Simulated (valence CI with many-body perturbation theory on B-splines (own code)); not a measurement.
# Sensitivity of CI+MBPT for Ni VIII

Method: valence CI with perturbative core correlation (CI+MBPT): three valence electrons over a frozen Dirac-Fock core [Ar], a basis of 6 s, 6 p, 5 d, 5 f, 1 g functions for each j, with the one-electron correlation potential Σ1, the two-electron term Σ2, the three-electron term Σ3, Breit, model QED; selected CI, second order for the rest, scaled by the run's own slope (own B-spline code, finite nucleus).

Against 6 measured levels this calculation errs by 496 cm⁻¹ on average and by 1095 at most. These come from a selection out of Corliss and Sugar, J. Phys. Chem. Ref. Data 10, 197 (1981). Levels without a partner in it may be off by more, other configurations by 1,000 to 8,000 cm⁻¹. The list stops below the first excitations out of the core. Only levels of the ground parity were solved; by the run's estimate the other parity begins above the list, which can be wrong where configurations are misplaced.

The reference run has the lowest level 3d3 4F_3/2 and an ionisation energy of 161.900 eV. Its largest variational space holds 3456 state functions.

Names give the largest LS component (configuration and term), which can be under half, so a name can repeat, a term be missing and a line seem to break the LS rules; names also repeat where a configuration has a term twice.

Changed runs:
A. correlating orbitals by l 3 3 3 3 1 → 4 4 0 0 0
B. factor on the speed of light 1 → 10; QED terms on → off
C. Breit term on → off; QED terms on → off; box radius (bohr) 13.131 → 18.95
D. highest l in the core sums 6 → 1 (bad on purpose)

Excitation energies of the reference run in cm⁻¹, and shifts in cm⁻¹:

```
                 Level  Reference       A       B        C       D
            3d3 4F_5/2        940    -3.8    -932     +113     -40
            3d3 4F_7/2       2163    -4.1   -2142     +273     -92
            3d3 4F_9/2       3602    +2.0   -3566     +477    -152
            3d3 4P_1/2      24182    +993   -1151     +114    -0.7
            3d3 4P_3/2      24457   +1026   -1420     +101     -44
            3d3 4P_5/2      25764    +989   -2718     +246     -77
            3d3 2G_7/2      25893   +1381   -1286     +235   +1154
            3d3 2G_9/2      27037   +1382   -2417     +359   +1178
            3d3 2P_3/2      33645   +2196    -990      +52   -1846
            3d3 2P_1/2      34324   +2102   -1680     +170   -1085
            3d3 2H_9/2      35501   +1526   -1720     +346   +3163
           3d3 2H_11/2      36222   +1529   -2430     +488   +3218
Ionisation energy (eV)    161.900  +0.101  +0.645  -0.0012  -1.473
```
